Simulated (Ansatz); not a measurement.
**Counterpoise correction, worked out**

The pair of Li⁺ (SMILES [Li+], atom 1) and Si₂H₆O (SMILES [SiH3]O[SiH3], atoms 2–10), both closed shells, in one local arrangement (a lower one may exist), relaxed at PBE0-D4/def2-TZVP:

```
10
angstrom
Li -1.4490 -0.3705 -1.7984
Si 1.3503 -0.1723 -0.7309
O -0.3190 -0.0828 -0.3981
Si -1.0472 0.2496 1.1065
H 1.9540 1.1381 -0.4190
H 1.3629 -0.4649 -2.1868
H 1.9207 -1.2771 0.0647
H -2.4931 0.1765 0.7746
H -0.6402 1.6045 1.5277
H -0.6393 -0.8010 2.0597
```

Computed with Ansatz 0.2.0 (basis: def2-TZVPPD); correlated methods freeze the cores. The outer core shell of Li, Na, Mg and K is correlated.

CCSD(T) total energies in eV:

| system | geometry | basis functions | energy |
| --- | --- | --- | --- |
| pair | pair | all | -18074.85188 |
| Li⁺ | as in the pair | all (partner as ghosts) | -197.85041 |
| Si₂H₆O | as in the pair | all (partner as ghosts) | -17875.54137 |
| Li⁺ | as in the pair | its own | -197.84251 |
| Si₂H₆O | as in the pair | its own | -17875.52905 |
| Li⁺ | free (PBE0-D4 minimum) | its own | -197.84251 |
| Si₂H₆O | free (PBE0-D4 minimum) | its own | -17875.70945 |

(1) Work out the interaction energy with and without the counterpoise correction, the superposition error, and the binding energy from the relaxed fragments.

T1 diagnostic: at most 0.013.

## Answers

(1) Without correction: -18074.85188 − (-197.84251) − (-17875.52905) = -1.48032 eV.
With correction (each fragment in the whole basis): -18074.85188 − (-197.85041) − (-17875.54137) = -1.46010 eV = -33.67 kcal/mol.
The superposition error is the difference, 0.02022 eV, 1 % of the uncorrected value: each fragment borrows its partner's functions.
Deformation from the free shapes: 0.00000 eV for Li⁺ and 0.18040 eV for Si₂H₆O.
Binding energy from relaxed fragments: -1.46010 + 0.00000 + 0.18040 = -1.27970 eV = -29.51 kcal/mol (electronic, without zero-point energy; negative means bound). For comparison, the corrected interaction energy by CCSD(T) at an estimated basis limit (MP2 extrapolated from triple and quadruple zeta, plus CCSD(T) − MP2 in triple zeta) is -1.512 eV; triple zeta with the correction binds less.

For scale, one of the runs: CCSD(T)/def2-TZVPPD, 260 basis functions, launched by `ansatz run in.yaml --threads 4 --pin off --events-out ev --progress --plain --max-ram 9574MiB`. The run took 91 s on 4 CPU threads of an Arm Neoverse V1 (shared host), with 5.8 GiB of host memory at its peak.
